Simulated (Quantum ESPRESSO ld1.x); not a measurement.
Results of a calculation; reference values are marked as such.
Br4+, configuration [Ar] 3d9.5 4s2 4p1 5s0.5 (fractional occupations, a model configuration). Code: ld1.x of Quantum ESPRESSO 7.5. Model: Dirac Kohn-Sham, LDA (Slater exchange, VWN5 correlation), spin-unpolarised, spherical densities, point nucleus; open shells fill j = l - 1/2 first.

Normalised radial functions P(r) = r R(r) (large component), r in bohr:

r	5s1/2
0.005815	0.0525
0.007694	0.0640
0.01018	0.0761
0.01347	0.0873
0.01782	0.0948
0.02358	0.0949
0.0312	0.0823
0.04128	0.0517
0.05462	0.0005
0.07227	-0.0664
0.09562	-0.1314
0.1265	-0.1624
0.1674	-0.1235
0.2215	-0.0023
0.2931	0.1574
0.3878	0.2524
0.5131	0.1813
0.6789	-0.0590
0.8982	-0.3265
1.188	-0.3982
1.572	-0.1356
2.081	0.3372
2.753	0.6625
3.642	0.5972
4.819	0.2946
6.377	0.0744
8.437	0.0084

5s1/2: eigenvalue -29.572 eV, 4 radial nodes at r = 0.0547, 0.222, 0.640, 1.71 bohr, <r> = 3.13 bohr, 90 % of the charge inside 4.41 bohr.
